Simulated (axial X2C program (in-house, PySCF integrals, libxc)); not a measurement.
# NiAs along the bond: M06, 2c

Computed with an axial X2C code built on PySCF integrals. Two-component (2c) means X2C with spin–orbit coupling and atomic mean-field two-electron Coulomb and Gaunt terms. Basis: As dyall-cv3z [9s9p6d4f1g], Ni dyall-cv3z [9s9p6d3f2g] (cores contracted in-house); Gaussian nuclei, density fitting, unrestricted open shells. Masses: As 74.922 u, Ni 57.935 u.

State: Ω = 7/2 (⟨Sz⟩ = 1.50, ⟨Lz⟩ = 2.00 at M06). Dipoles are positive if Ni is the positive end.

Results along the bond:

| R (Å) | μ (D) | HOMO (eV) | LUMO (eV) |
| --- | --- | --- | --- |
| 2.071 | 1.747 | -6.06 | -3.17 |
| 2.137 | 1.758 | -6.06 | -3.15 |
| 2.203 | 1.752 | -6.07 | -3.15 |
| 2.280 | 1.729 | -6.08 | -3.14 |
| 2.357 | 1.691 | -6.10 | -3.14 |
| 2.456 | 1.627 | -6.14 | -3.14 |

The state is one determinant whose occupation by symmetry is held fixed; it was picked as the lowest of a PBE0 search that is not exhaustive. Density functionals use the spin component along the axis (collinear). Other states lie close and PBE0, whose exact exchange favours high spin, may order them wrongly; the determinant shown need not be the ground state. The nearest other 2c determinant of the search, Ω = 3/2, lies 0.13 eV up at the distance of the search. The functionals have no current-density term, which raises determinants with orbital currents, atoms included. With several unpaired electrons one determinant need not be a pure state.
